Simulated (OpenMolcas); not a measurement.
Computed levels of 4s² 4p in ions with 31 electrons, in cm-1 above ²P°_1/2.

```yaml
Program: OpenMolcas
Method: SS-CASPT2, IPEA 0.25 Eh, imaginary shift 0.1 Eh
Basis: ANO-R3
Scalar_Hamiltonian: X2C, finite nucleus
Spin-orbit_coupling: RASSI with atomic mean-field integrals over the reference wave functions, term energies averaged over their components
```

Active space for each ion: 1 electron in 3 orbitals (4p); closed shells correlated by CASPT2: 3d 4s.

```tsv
Level	As2+	Se3+	Kr5+
²P°_3/2	2638	3925	7364
```

Problem. Estimate ²P°_3/2 for Br4+ from its neighbours Se3+ and Kr5+.

Solution. ²P°_3/2 is fine structure, which grows about as the fourth power of a screened charge, so the fourth roots are averaged: ((3925^0.25 + 7364^0.25) / 2)^4 = 5443. The calculation gives 5492, so the estimate is off by -0.9 %; the measured value is 6090 (Moore, Atomic Energy Levels, vol. II, NSRDS-NBS 35 (1971 reprint of NBS Circular 467, 1952)).

With one active electron, CASPT2 adds the correlation within the correlated inactive shells and between them and that electron, and leaves the splitting within a term as the reference gives it. Measured partners are found by configuration, term and J. A level has none where our copy of the source lacks it or the pairing is in doubt (some pairs that miss far off the trend of their configuration count as doubtful), and it then counts in no deviation. Levels of configurations outside the active space are missing.

° marks odd parity.
